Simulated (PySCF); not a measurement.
Computed XPS line lists of a few unrelated compounds.

Method used: delta-SCF UKS SCAN, pcX-2 on the ionised atom, pcseg-1 elsewhere, spin-free X2C in PySCF. Geometries: PBE0-D3(BJ)/def2-SVP; isolated species, one conformer each.

Line lists (1s up to Mg, 2p3/2 beyond; areas count atoms within a level, one atom standing for each set equivalent by bonding):
1. C 1s: 291.64 (area 1), 292.15 (area 1), 292.24 (area 1) eV; O 1s: 538.52 eV; F 1s: 692.21 eV; Si 2p3/2: 106.93 eV
2. C 1s: 290.41 (area 1), 290.49 (area 1), 291.15 (area 1), 291.61 (area 1) eV; O 1s: 539.87 eV; Si 2p3/2: 106.85 eV
3. C 1s: 289.70 (area 2), 289.88 (area 1), 290.21 (area 1), 290.38 (area 2) eV; Si 2p3/2: 105.87 eV

Structures:
A. `CO[C@@H]1[SiH2][C@H]1F`
B. `C=C[SiH]1CCCC1`
C. `[SiH3]c1ccco1`

**Question.** Which list belongs to which compound?

**Answer.** 
- 1 = A: no other candidate has this set of levels. C 1s: 291.64 sp3 carbon bound to oxygen, 292.15 methoxy carbon, 292.24 sp3 C–F carbon; O 1s: 538.52 ether oxygen; F 1s: 692.21 alkyl fluorine; Si 2p3/2: 106.93 SiH2 silicon.
- 2 = C: no other candidate has this set of levels. C 1s: 290.41 aromatic CH carbon, 290.49 aromatic CH carbon, 291.15 substituted aromatic carbon, 291.61 aromatic CH next to a ring oxygen; O 1s: 539.87 furan-type oxygen; Si 2p3/2: 106.85 SiH3 silicon.
- 3 = B: no other candidate has this set of levels. C 1s: 289.70 sp3 carbon bound to silicon (×2), 289.88 alkene CH carbon, 290.21 terminal =CH2 carbon, 290.38 ring CH2 carbon (×2); Si 2p3/2: 105.87 SiH silicon.

For 2p shells one spin-free hole was relaxed; a mean-field spin–orbit operator and the ground-state splitting of the three 2p orbitals were then diagonalised within the shell. The shell's mean is (2 × 2p3/2 + 2p1/2)/3, and the degeneracies 2j + 1 give areas of 2:1.
